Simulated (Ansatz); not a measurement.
System: silicon monosulfide, SiS, charge 0, multiplicity 1. 
Coordinates optimised at B3LYP-D3(BJ)/def2-TZVP (Ansatz, a first-principles code):
```
Si
S 1 1.9380
```

Basis-set convergence of Hartree-Fock and CCSD(T) correlation energies (hartree) with Ansatz. Cores are frozen in the correlated levels unless marked. Spin-orbit coupling is left out. No relativistic terms.

```
basis        functions       E(HF)  E(corr, CCSD(T))
-----------  ---------  ----------  ----------------
def2-SVPD           51  -686.26571          -0.24777
def2-TZVPPD         99  -686.49680          -0.30140
def2-QZVPPD        155  -686.51528          -0.32085
```

Extrapolating the two largest sets (X = 3 and 4) as X^-3: E(corr) = (64·(-0.32085) - 27·(-0.30140))/37 = -0.3350 Eh, an estimate of the basis-set limit. The largest set recovers 95.8 % of it, the smallest 74.0 %.
